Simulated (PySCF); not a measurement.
Ionising GePb

PBE; Ge cc-pVDZ-PP with ECP10, Pb cc-pVDZ-PP with ECP60; scalar-relativistic core potentials (PySCF 2.14). Neutral (UKS): triplet (π ↑↑), Re = 2.700 Å, ωe = 195 cm⁻¹, De = 2.68 eV, HOMO -4.18 eV, LUMO -3.80 eV.

GePb⁺ (UKS): quartet (σ ↑, π ↑↑), Re = 2.729 Å, ωe = 170 cm⁻¹. The energies at the minima are -487.47167 hartree for GePb and -487.21721 for GePb⁺.

Task: Work out the adiabatic ionisation energy, without and with harmonic zero-point energies (1 hartree = 27.2114 eV, 1 eV = 8065.5 cm⁻¹), and the change of the bond length.

Result: At PBE: 0.25446 hartree = 6.924 eV between the minima; the zero-point term (170.0 − 195.0)/2 cm⁻¹ = -0.002 eV makes it 6.923 eV. Re changes by +2.9 pm against the neutral. The electron leaves a σ orbital, and the longer bond of the ion fits a bonding orbital, or a change in how ionic the bond is.

These are scalar-relativistic numbers at best; spin–orbit coupling would shift them, the dissociation energy most. States were picked by a PBE0 search and need not be the measured ground states.
